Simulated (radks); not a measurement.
Q: Ta3+, 70 electrons, occupied as [Kr] 4d10 4f14 5s1 5p6 5d2 6d1 (not the ground configuration). All-electron calculation, scalar-relativistic Kohn-Sham, HCTH/407, spin-polarised, spherical densities, point nucleus; open shells are filled with parallel spins first (spin-orbit coupling, left out, can overturn this in heavy ions). Program: a radial shooting solver on a logarithmic mesh with Libxc functionals. Some entries of the table are withheld. Estimate them.

orbital,occ.,eigenvalue (Ry),<r^2> (bohr^2),<1/r> (bohr^-1)
1s up,1,-4953.495,0.0004788,85.43
1s down,1,-4953.482,0.0004788,85.43
2s up,1,-854.2703,0.007374,19.96
2s down,1,-854.2522,0.007374,19.96
2p up,3,-749.2838,0.006081,18.15
2p down,3,-749.2678,0.006081,18.15
3s up,1,-198.0800,0.04793,7.391
3s down,1,-198.0700,0.04793,7.391
3p up,3,-166.8444,0.04861,6.839
3p down,3,-166.8339,0.04861,6.839
3d up,5,-130.4211,0.04030,6.469
3d down,5,-130.4073,0.04030,6.469
4s up,1,-42.78160,0.2375,3.137
4s down,1,-42.76282,0.2374,3.137
4p up,3,-32.52882,0.2703,2.853
4p down,3,-32.50877,0.2700,2.854
4d up,5,-19.40394,0.3164,2.536
4d down,5,-19.37623,0.3154,2.538
5s up,1,-8.30924,1.315,1.231
5p up,3,-5.75537,(1),(2)
5p down,3,-5.53893,(3),(4)
4f up,7,(5),0.4975,2.019
4f down,7,(6),0.4857,2.033
5d up,2,-2.75363,3.184,0.7672
6d up,1,-1.11371,20.28,0.2919

A: 
(1) 5p up <r^2> (bohr^2): 1.746
(2) 5p up <1/r> (bohr^-1): 1.050
(3) 5p down <r^2> (bohr^2): 1.760
(4) 5p down <1/r> (bohr^-1): 1.052
(5) 4f up eigenvalue (Ry): -4.85025
(6) 4f down eigenvalue (Ry): -4.79178
